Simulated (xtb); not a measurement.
Pb(OH)(SiH3) (H4OPbSi), SMILES [OH][Pb][SiH3] (connectivity only; charge and spin as stated), neutral, multiplicity 1. All values are semi-empirical tight-binding results from xtb (GFN2-xTB unless named), good for trends rather than for accurate numbers. Geometry: GFN2-xTB. The values are those of a single conformer.

A frequency run showed that this geometry is not a minimum.

For metal compounds this method's bond lengths and energies can be far off.

Computed properties:
```
Property       Value
-----------  -------
orbital gap  1.88 eV
```
